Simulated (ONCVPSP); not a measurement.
**Which change was made? (Hg, ONCV)**

Hg (Z = 80), optimised norm-conserving Vanderbilt (ONCV), made with ONCVPSP 4.0.1 (PBE, scalar-relativistic). Core [Kr] 4d10 4f14, reference 5s2 5p6 5d10 6s1.75 6p0.25. Waves: 5s+6s: rc 1.70 bohr, ncon 3, nbas 6, qcut 5.5 1/bohr, 2 projectors; 5p+6p: rc 1.60 bohr, ncon 4, nbas 7, qcut 10.4 1/bohr, 2 projectors; 5d: rc 2.15 bohr, ncon 4, nbas 9, qcut 6.8 1/bohr, 2 projectors, debl 0.4 Ha. Local part: polynomial inside 1.20 bohr (lpopt 5, dvloc0 0 Ha). Core correction: Teter function, fcfact 1.5, rcfact 1.35.

Cutoffs, loose and tight: the cutoffs (Ha) at which the residual kinetic energy of the hardest occupied pseudo-wave falls to 1 and 0.1 mHa per electron. They do not see the model core or the augmentation charge, which bear on the density cutoff. Test errors are all-electron minus pseudo excitation energies from the reference, over the configurations 5s2 5p6 5d10 6s2 6p0; 5s2 5p6 5d10 6s1 6p0; 5s2 5p6 5d10 6s0 6p0; 5s2 5p6 5d10 6s0 6p2; variants that change the core or the reference have their own tests. The largest error is taken over the tests solved by every variant that gives reliable tests at all, those not shown here included: 5s2 5p6 5d10 6s0 6p2; 5s2 5p6 5d10 6s1 6p0; 5s2 5p6 5d10 6s2 6p0.

The base gives: outcome: generated; cutoff, loose: 30 Ha; cutoff, tight: 38 Ha; bound ghosts: none; GHOST(+) flags above zero: s; largest test error (meV): -11.

Q: After one change the result is: outcome: generated; cutoff, loose: 38 Ha; cutoff, tight: 46 Ha; bound ghosts: none; GHOST(+) flags above zero: s; largest test error (meV): -12. Which change was it?
A. p: qcut 11.5
B. d: qcut 8.1
C. reference 5s2 5p6 5d10 6s2; wave 5p+6p: rc 1.60 bohr, ncon 4, nbas 7, qcut 10.4 1/bohr, 2 projectors becomes 5p: rc 1.60 bohr, ncon 4, nbas 7, qcut 10.4 1/bohr, 2 projectors, debl 2.2 Ha

A: A. The others give: reference 5s2 5p6 5d10 6s2; wave 5p+6p: rc 1.60 bohr, ncon 4, nbas 7, qcut 10.4 1/bohr, 2 projectors becomes 5p: rc 1.60 bohr, ncon 4, nbas 7, qcut 10.4 1/bohr, 2 projectors, debl 2.2 Ha → outcome: generated, projector energies reset by the program; cutoff, loose: 30 Ha; cutoff, tight: 38 Ha; bound ghosts: none; GHOST(+) flags above zero: s; largest test error (meV): -1042 | d: qcut 8.1 → outcome: generated; cutoff, loose: 30 Ha; cutoff, tight: 38 Ha; bound ghosts: d; GHOST(+) flags above zero: s; largest test error (meV): -11.
